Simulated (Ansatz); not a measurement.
Problem. Name a neutral molecule of C, Ga, O and H with zero-point energy (PBE0-D4/def2-TZVP) between 184 and 200 kJ/mol and LUMO energy (B3LYP/def2-TZVPP) between -0.65 and -0.35 eV (Ansatz, PBE0-D4/def2-TZVP geometry).

Solution. `C[OH+][GaH3-]` (194.2 kJ/mol, -0.59 eV). Other molecules can fit too; these were computed, each in one conformer that needn't be the lowest.

B3LYP here is the variant with VWN-RPA as its local correlation; programs differ in this.
